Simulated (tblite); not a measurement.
C8H5Cl.
SMILES: `ClC1=CC=C2C=CC=C12`

Computed geometry: GFN2-xTB, gas phase.

Masses are those of the commonest isotopes; rigid-rotor values at the optimised geometry. 

Task: Give the principal moments of inertia and the rotational constants in cm⁻¹.

Result: Ia = 166.32, Ib = 449.14, Ic = 615.47 u·Å²; 505379 MHz·u·Å²/I gives 3039, 1125 and 821.1 MHz, that is A = 0.10136, B = 0.03753, C = 0.02739 cm⁻¹.

Task: What kind of rotor is it?

Result: An asymmetric top. Ray's parameter κ = (2B − A − C)/(A − C) = -0.726; −1 is the prolate and +1 the oblate limit.

Task: Is it planar, by Δ = Ic − Ia − Ib?

Result: Planar: Δ = Ic − Ia − Ib = 0.00 u·Å². For a rigid frame Δ = −2 Σ m c², so it vanishes when all atoms lie in the ab plane; here none is more than 0.01 Å from it.

Task: Give the coordinates in the principal-axis frame, origin at the centre of mass.

Result: The sense of each axis is arbitrary; atoms in the order of the calculation.
| atom | mass (u) | a (Å) | b (Å) | c (Å) |
| --- | --- | --- | --- | --- |
| Cl1 | 34.969 | 2.446 | 0.591 | 0.000 |
| C2 | 12.000 | 0.982 | -0.270 | 0.000 |
| C3 | 12.000 | 0.812 | -1.613 | 0.000 |
| C4 | 12.000 | -0.619 | -1.911 | 0.000 |
| C5 | 12.000 | -1.298 | -0.740 | 0.000 |
| C6 | 12.000 | -2.624 | -0.136 | 0.000 |
| C7 | 12.000 | -2.450 | 1.202 | 0.000 |
| C8 | 12.000 | -1.017 | 1.520 | 0.000 |
| C9 | 12.000 | -0.342 | 0.350 | -0.001 |
| H10 | 1.008 | 1.584 | -2.359 | 0.001 |
| H11 | 1.008 | -1.014 | -2.912 | 0.000 |
| H12 | 1.008 | -3.552 | -0.674 | 0.001 |
| H13 | 1.008 | -3.218 | 1.952 | 0.001 |
| H14 | 1.008 | -0.623 | 2.521 | 0.000 |

Task: List the rotational levels J(Ka,Kc) to J = 2 (cm⁻¹).

Result: Above 0(0,0):
J = 1: 1(0,1) 0.0649, 1(1,1) 0.1287, 1(1,0) 0.1389
J = 2: 2(0,2) 0.1937, 2(1,2) 0.2484, 2(1,1) 0.2789, 2(2,1) 0.4703, 2(2,0) 0.4715
The levels of one J sum to (2J + 1)J(J + 1)(A + B + C)/3.

Task: Estimate the classical rotational partition function at 25 K, 200 K and 298.15 K.

Result: Point group Cs, symmetry number σ = 1; q = (√π/σ)·√((kT/h)³/(ABC)), k/h = 20836.6 MHz/K: 12600 at 25 K, 285000 at 200 K, 518000 at 298.15 K.

Its GFN2-xTB frequencies are all real (lowest 123 cm⁻¹). These are rigid-rotor constants of the computed structure; measured ground-state constants (B0) also hold zero-point vibration.
